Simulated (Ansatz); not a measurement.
Zr(NH2)F3 (ZrNF3H2), relaxed as a singlet with RKS r2SCAN-D4/def2-SVP in Ansatz, starting from the GFN2-xTB geometry. Force threshold 0.02 eV/Å.

In the def2 sets Zr takes a core potential; there is no spin–orbit coupling.

Start:

Cartesian coordinates in Å:
```
Zr 0.220 -0.585 -0.453
N -0.320 0.929 0.731
H -0.538 0.871 1.730
H -0.480 1.896 0.426
F 0.982 -1.907 0.613
F 1.415 0.063 -1.725
F -1.279 -1.267 -1.321
```

Q: Estimate the energy that the relaxation releases and the steps that it takes.

A: 3.2 kcal/mol, in 4 steps; 13 s on 2 threads of AMD EPYC 7R13 on a shared host. No frequencies were taken in this run, so the end may be a saddle point.

Q: Does the start keep its bonding and symmetry?

A: By distances, no bond broke or formed. The bond that changes most is Zr1–F7, from 1.86 to 1.92 Å (atoms count from 1).

Q: Predict the relaxed structure.

A: 
```xyz
7

Zr    0.237   -0.593   -0.451
N    -0.325    0.940    0.739
H    -0.533    0.884    1.737
H    -0.475    1.904    0.442
F     0.975   -1.949    0.674
F     1.418    0.105   -1.782
F    -1.298   -1.292   -1.359
```
Bond lengths: 3 × F–Zr 1.91 to 1.92 Å; 1 × N–Zr 2.02 Å; 2 × H–N 1.02 Å.
